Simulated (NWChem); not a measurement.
System: C2H7O2 cation; SMILES [OH2+]CCO

The following NWChem deck was run.

```
start job
memory heap 200 mb stack 900 mb global 1100 mb
charge 1
geometry units angstroms noautoz
  O     -0.634599    -1.129922    -0.173654
  C      0.698914    -0.770691     0.182749
  C      0.746391     0.708852    -0.187833
  O     -0.612291     1.141680     0.151390
  H     -0.947578    -1.932779     0.267364
  H      0.871155    -0.919364     1.260453
  H      1.442144    -1.341874    -0.391994
  H      1.461945     1.288989     0.406469
  H      0.904903     0.866650    -1.263739
  H     -1.098097     0.186071     0.023856
  H     -0.967808     1.860010    -0.399994
end
basis spherical
  O library def2-svp
  C library def2-svp
  H library def2-svp
end
dft
  xc xtpss03 ctpss03
  iterations 150
  mulliken
end
task dft energy
```

The geometry was optimised at PBE0/def2-SVP.

Give the results of this calculation. (TPSS/def2-SVP.) Quantities: energy (Ha); highest occupied level (eV); orbital gap (eV).


```
Item                          Result
---------------------------  -------
energy (Ha)                  -230.43
highest occupied level (eV)   -12.88
orbital gap (eV)                7.48
```
